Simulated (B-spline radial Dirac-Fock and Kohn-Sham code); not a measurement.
Z = 13 (aluminum), transition energy 1570 keV. Level of theory: a Dirac-Hartree-Slater potential of the neutral atom with a Latter tail (no hole, which puts coefficients of high multipoles low close above an edge), finite nucleus with surface currents; an atomic code on a B-spline grid. Subshells that would emit electrons below 1 keV are left out, and so is internal pair formation.

Q: A pure transition shows α(K) = 2.22e-05, L1/L2 = 543 and L1/L3 = 1060. What is its multipolarity?
A. E4
B. M4
C. M3
D. E2
E. E1
F. M1
G. M2
H. E3

A: C. For comparison, α(K), L1/L2, L1/L3 are E1 4.92e-06, 1950, 554; E2 8.93e-06, 1070, 625; E3 1.54e-05, 616, 626; E4 2.59e-05, 384, 568; M1 7.47e-06, 1310, 877; M2 1.31e-05, 805, 1110; M4 3.73e-05, 391, 802.

Values without a named source are computed, but for edge energies of neutral atoms, which are taken from tables.
